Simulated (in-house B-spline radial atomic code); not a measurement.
Successive ionisation energies of copper; each step leads to the configuration of the next row (after the last: [Ne] 3s2). Dirac energy differences include first-order Breit, QED and recoil terms. NIST's values go from ground level to ground level; the uncertainty of those that are theory runs from under 0.1 % in few-electron ions to several per cent in heavy many-electron ones. Computed with a radial B-spline atomic code at the basis-set limit: Dirac-Hartree-Fock, average of the configuration, finite nuclei.

```json
{"ion": "Cu", "configuration": "[Ar] 3d10 4s1", "ionisation energy (eV)": "6.6", "tabulated value (eV)": "7.72638", "computed minus tabulated (eV)": "-1.2", "highest orbital": "4s1/2", "largest mean radius (bohr)": "3.2615"}
{"ion": "Cu+", "configuration": "[Ar] 3d10", "ionisation energy (eV)": "17.3", "tabulated value (eV)": "20.29239", "computed minus tabulated (eV)": "-3.0", "highest orbital": "3d5/2", "largest mean radius (bohr)": "0.98672"}
{"ion": "Cu2+", "configuration": "[Ar] 3d9", "ionisation energy (eV)": "35.8", "tabulated value (eV)": "36.841", "computed minus tabulated (eV)": "-1.0", "highest orbital": "3d5/2", "largest mean radius (bohr)": "0.90667"}
{"ion": "Cu3+", "configuration": "[Ar] 3d8", "ionisation energy (eV)": "?", "tabulated value (eV)": "?", "computed minus tabulated (eV)": "?", "highest orbital": "?", "largest mean radius (bohr)": "?"}
{"ion": "Cu4+", "configuration": "[Ar] 3d7", "ionisation energy (eV)": "?", "tabulated value (eV)": "?", "computed minus tabulated (eV)": "?", "highest orbital": "?", "largest mean radius (bohr)": "?"}
{"ion": "Cu5+", "configuration": "[Ar] 3d6", "ionisation energy (eV)": "106.5", "tabulated value (eV)": "103", "computed minus tabulated (eV)": "3.5", "highest orbital": "3d5/2", "largest mean radius (bohr)": "0.76072"}
{"ion": "Cu6+", "configuration": "[Ar] 3d5", "ionisation energy (eV)": "134.3", "tabulated value (eV)": "139", "computed minus tabulated (eV)": "-4.7", "highest orbital": "3d5/2", "largest mean radius (bohr)": "0.72698"}
{"ion": "Cu7+", "configuration": "[Ar] 3d4", "ionisation energy (eV)": "164.0", "tabulated value (eV)": "166", "computed minus tabulated (eV)": "-2.0", "highest orbital": "3d5/2", "largest mean radius (bohr)": "0.69743"}
{"ion": "Cu8+", "configuration": "[Ar] 3d3", "ionisation energy (eV)": "195.6", "tabulated value (eV)": "198", "computed minus tabulated (eV)": "-2.4", "highest orbital": "3d5/2", "largest mean radius (bohr)": "0.6792"}
{"ion": "Cu9+", "configuration": "[Ar] 3d2", "ionisation energy (eV)": "229.0", "tabulated value (eV)": "232.2", "computed minus tabulated (eV)": "-3.2", "highest orbital": "3d5/2", "largest mean radius (bohr)": "0.66661"}
{"ion": "Cu10+", "configuration": "[Ar] 3d1", "ionisation energy (eV)": "264.0", "tabulated value (eV)": "265.33", "computed minus tabulated (eV)": "-1.3", "highest orbital": "3d5/2", "largest mean radius (bohr)": "0.65421"}
{"ion": "Cu11+", "configuration": "[Ne] 3s2 3p6", "ionisation energy (eV)": "367.0", "tabulated value (eV)": "367", "computed minus tabulated (eV)": "0.0", "highest orbital": "3p3/2", "largest mean radius (bohr)": "0.64205"}
{"ion": "Cu12+", "configuration": "[Ne] 3s2 3p5", "ionisation energy (eV)": "402.2", "tabulated value (eV)": "401", "computed minus tabulated (eV)": "1.2", "highest orbital": "3p3/2", "largest mean radius (bohr)": "0.63067"}
{"ion": "Cu13+", "configuration": "[Ne] 3s2 3p4", "ionisation energy (eV)": "438.4", "tabulated value (eV)": "436", "computed minus tabulated (eV)": "2.4", "highest orbital": "3p3/2", "largest mean radius (bohr)": "0.62024"}
{"ion": "Cu14+", "configuration": "[Ne] 3s2 3p3", "ionisation energy (eV)": "?", "tabulated value (eV)": "?", "computed minus tabulated (eV)": "?", "highest orbital": "?", "largest mean radius (bohr)": "?"}
{"ion": "Cu15+", "configuration": "[Ne] 3s2 3p2", "ionisation energy (eV)": "513.4", "tabulated value (eV)": "518.7", "computed minus tabulated (eV)": "-5.3", "highest orbital": "3p3/2", "largest mean radius (bohr)": "0.60549"}
{"ion": "Cu16+", "configuration": "[Ne] 3s2 3p1", "ionisation energy (eV)": "552.3", "tabulated value (eV)": "552.8", "computed minus tabulated (eV)": "-0.5", "highest orbital": "3p3/2", "largest mean radius (bohr)": "0.59839"}
```

(1) Fill in the row of Cu3+.

(2) Fill in the row of Cu4+.

(3) Fill in the row of Cu14+.

(4) Where is the largest jump?

Where a p, d or f electron is removed, the computed value is a mean over both j, so it misses the tabulated one by a part of the spin-orbit splitting; averaging over terms and missing correlation add to the gap, relatively most at low charge.

Answers

(1) ionisation energy (eV): 57.1; tabulated value (eV): 57.38; computed minus tabulated (eV): -0.3; highest orbital: 3d5/2; largest mean radius (bohr): 0.84734.

(2) ionisation energy (eV): 80.7; tabulated value (eV): 79.8; computed minus tabulated (eV): 0.9; highest orbital: 3d5/2; largest mean radius (bohr): 0.80007.

(3) ionisation energy (eV): 475.4; tabulated value (eV): 483.1; computed minus tabulated (eV): -7.7; highest orbital: 3p3/2; largest mean radius (bohr): 0.61277.

(4) From Cu to Cu+, by a factor of 2.64 (6.5605 to 17.325 eV); the highest orbital goes from 4s1/2 to 3d5/2.
